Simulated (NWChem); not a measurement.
System meant: C$_{2}$H$_{4}$AlNO$_{2}$; SMILES [OH][Al]([CH3])[N]=C=O

NWChem input:

```
start job
memory heap 200 mb stack 900 mb global 1100 mb
geometry units angstroms noautoz
  Al    -0.012622    -0.914251    -0.046914
  C     -1.712344    -1.829871     0.020499
  H     -1.586576    -2.919303    -0.070074
  H     -2.378007    -1.493150    -0.791018
  H     -2.238072    -1.623253     0.967063
  N      0.098681     0.865673     0.073682
  C      0.141226     2.062368     0.157203
  O      0.185124     3.228381     0.238391
  O      1.427463    -1.795823    -0.224413
  H      2.313483    -1.433584    -0.267876
end
basis spherical
  * library def2-svp
end
dft
  xc xpbe96 cpbe96
  iterations 4
  mulliken
end
task dft energy
```

End of the output:

```
    Atom       Charge   Shell Charges
 -----------   ------   -------------------------------------------------------
    1 Al  13    12.52   2.00  1.93  0.51  0.19  5.81  0.97  0.59  0.52
    2 C    6     6.33   1.96  0.59  0.35  1.90  1.48  0.04
    3 H    1     0.95   0.62  0.26  0.07
    4 H    1     0.95   0.62  0.26  0.07
    5 H    1     0.95   0.62  0.26  0.07
    6 N    7     7.19   1.97  0.75  0.46  2.25  1.73  0.03
    7 C    6     5.92   1.96  0.60  0.26  1.81  1.02  0.26
    8 O    8     8.12   1.97  0.92  0.63  2.72  1.83  0.04
    9 O    8     8.16   1.97  0.86  0.59  2.67  2.05  0.01
   10 H    1     0.92   0.56  0.18  0.19

 center of mass
 --------------
 x =   0.06351294 y =   0.12595399 z =   0.00000000

 moments of inertia (a.u.)
 ------------------
        1294.082446862428          -0.000006426577           0.000000000000
          -0.000006426577         314.205943545733           0.000000000000
           0.000000000000           0.000000000000        1597.033034101387

     Multipole analysis of the density
     ---------------------------------

     L   x y z        total         alpha         beta         nuclear
     -   - - -        -----         -----         ----         -------
     0   0 0 0     -0.000000    -26.000000    -26.000000     52.000000

     1   1 0 0      0.192514      0.096257      0.096257     -0.000000
     1   0 1 0     -0.815706     -0.407853     -0.407853     -0.000000
     1   0 0 1     -0.000000     -0.000000     -0.000000      0.000000

     2   2 0 0    -27.027387   -106.237586   -106.237586    185.447785
     2   1 1 0      1.055583     -7.304829     -7.304829     15.665241
     2   1 0 1     -0.000000     -0.000000     -0.000000      0.000000
     2   0 2 0    -40.110027   -356.508385   -356.508385    672.906743
     2   0 1 1     -0.000000     -0.000000     -0.000000      0.000000
     2   0 0 2    -27.971207    -16.777595    -16.777595      5.583983

 ------------------------------------------------------------------------
 dft energy failed                                                                                  0
 ------------------------------------------------------------------------
 ------------------------------------------------------------------------
  current input line :
    23: task dft energy
 ------------------------------------------------------------------------
 ------------------------------------------------------------------------
 This type of error is most commonly associated with calculations not reaching convergence criteria
 ------------------------------------------------------------------------
 For more information see the NWChem manual at https://nwchemgit.github.io

0:dft energy failed:Received an Error in Communication
```

Question: What is wrong, and how is it mended?

Answer: The run did not converge; its last values are not results. Cause: the SCF was allowed too few iterations. This input runs:
```
start job
memory heap 200 mb stack 900 mb global 1100 mb
geometry units angstroms noautoz
  Al    -0.012622    -0.914251    -0.046914
  C     -1.712344    -1.829871     0.020499
  H     -1.586576    -2.919303    -0.070074
  H     -2.378007    -1.493150    -0.791018
  H     -2.238072    -1.623253     0.967063
  N      0.098681     0.865673     0.073682
  C      0.141226     2.062368     0.157203
  O      0.185124     3.228381     0.238391
  O      1.427463    -1.795823    -0.224413
  H      2.313483    -1.433584    -0.267876
end
basis spherical
  * library def2-svp
end
dft
  xc xpbe96 cpbe96
  iterations 150
  mulliken
end
task dft energy
```
It converges to -525.63240 Ha (PBE/def2-SVP).
